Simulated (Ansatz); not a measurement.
Mg₅S₄I₂, relaxed as a singlet with RKS PBE-D4/def2-SVP in Ansatz, starting from the GFN1-xTB geometry. Force threshold 0.03 eV/Å.

In the def2 sets I takes a core potential; there is no spin–orbit coupling.

Start:

```xyz
11

Mg   -2.2001    1.5629   -0.5589
Mg   -0.4605   -2.5680   -0.8947
Mg    0.5648    0.2078    0.3675
Mg    1.5967    2.9506    1.4941
Mg    3.3058   -1.0968    1.1692
S    -1.5384   -0.6339   -0.1995
S    -0.0477    2.5183    0.0351
S     1.7613   -1.7738   -0.3074
S     2.3932    0.8506    1.9802
I    -4.3121    2.8613   -1.2384
I    -1.0632   -4.8791   -1.8473
```

```
step  energy (eV)  largest force component (eV/Å)  SCF passes
   1  -86722.0768                           0.865          19
   2  -86722.4939                           0.369          20
   3  -86722.6925                           0.229          24
   4  -86722.7995                           0.156          26
   5  -86722.8031                           0.183          20
   6  -86722.8154                           0.088          20
   7  -86722.8220                           0.083          19
   8  -86722.8368                           0.085          19
   9  -86722.8712                           0.221          20
  10  -86722.9506                           0.353          20
  11  -86723.0590                           0.410          20
  13  -86723.2184                           0.120          19
  15  -86723.3030                           0.128          19
  17  -86723.3831                           0.087          19
  19  -86723.4517                           0.140          19
  21  -86723.5006                           0.150          19
  23  -86723.5604                           0.121          19
  25  -86723.6551                           0.133          19
  27  -86723.8647                           0.217          19
  29  -86724.2223                           0.245          19
  31  -86724.3473                           0.330          19
  33  -86724.3738                           0.158          20
  35  -86724.3854                           0.033          21
  37  -86724.3887                           0.020          18
```

Force components are those of the run's own axes.

End:

Cartesian coordinates in Å:
```
Mg -1.7439 1.4009 -0.9906
Mg -0.2822 -2.0736 -1.2669
Mg 1.0378 0.5810 -1.8166
Mg 0.2258 1.7619 1.5401
Mg 1.4978 -1.2628 1.2998
S -1.1939 -0.2954 -2.6005
S 0.3478 2.6210 -0.7367
S 2.0656 -1.4628 -1.0613
S 1.5409 0.4180 2.8937
I -2.6954 1.4090 1.5487
I -0.8004 -3.0974 1.1903
```

Bonds lost: Mg3–S9 (atoms count from 1). Bonds formed: Mg4–I10, Mg5–I11 (atoms count from 1). Metal–metal contacts that move far: Mg2–Mg5 4.54 to 3.23 Å, Mg1–Mg4 4.53 to 3.23 Å, Mg3–Mg5 3.14 to 3.65 Å, Mg3–Mg4 3.14 to 3.65 Å.

The force fell under the threshold at step 36, but the optimiser went on and released 0.003 eV more. No frequencies were taken in this run, so the end may be a saddle point.

It took 72 s on 2 threads of AMD EPYC 7R13 on a shared host and a share (18 GiB) of an NVIDIA H100 80GB HBM3, peak host memory 0.88 GiB.
